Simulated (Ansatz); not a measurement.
B(F)(Me)(OMe) (C2H6BFO), SMILES COB(C)F.

Geometry: r2SCAN-D4/def2-SVP. Other conformers were not sampled.

Two levels are set side by side: PBE/def2-SVPD (Ansatz, a quantum-chemistry and plane-wave program) and PBE0/def2-SVPD (Ansatz). Energy differences of separate SCF runs at the same geometry; the states with an electron removed or added have multiplicity 2 and 2. Differences are taken from unrounded values.

```tsv
quantity	PBE0
vertical ionisation energy (eV)	11.34
vertical singlet–triplet gap (eV)	7.57
```

What does PBE give, and how far is it from PBE0? (Estimate from the structure and the level; the computed values follow.)


```csv
quantity,PBE,PBE minus PBE0
vertical ionisation energy (eV),10.85,-0.49
vertical singlet–triplet gap (eV),7.06,-0.50
```
